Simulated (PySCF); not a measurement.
## Yb (ytterbium, neutral) across methods

[Xe] 4f14 5d2, high-spin 3F determinant (an excited configuration). All numbers are calculated (PySCF 2.14, scalar relativity by spin-free X2C-1e, in x2c-TZVPall (11s7p7d4f1g, 104 functions)).

```csv
method,E (hartree),mean ε 4f α (eV),mean ε 4f β (eV),mean ε 5d α (eV),Σ⟨r²⟩ (bohr²),⟨S²⟩
PBE0,-14059.24,-4.612,-4.570,-1.629,80.71,2.003
LDA,-14050.12,-2.010,-1.945,-1.151,80.22,2.003
UHF,-14054.38650,-13.011,-13.057,-2.721,84.10,2.003
r2SCAN,-14059.59,-1.749,-1.745,-1.218,79.43,2.069
```

(1) Estimate the same row for PBE.

Spin-orbit coupling, absent here, splits the open shell strongly.

## Answers

(1) E (hartree) = -14059.50; mean ε 4f α (eV) = -1.856; mean ε 4f β (eV) = -1.803; mean ε 5d α (eV) = -1.190; Σ⟨r²⟩ (bohr²) = 81.31; ⟨S²⟩ = 2.014.
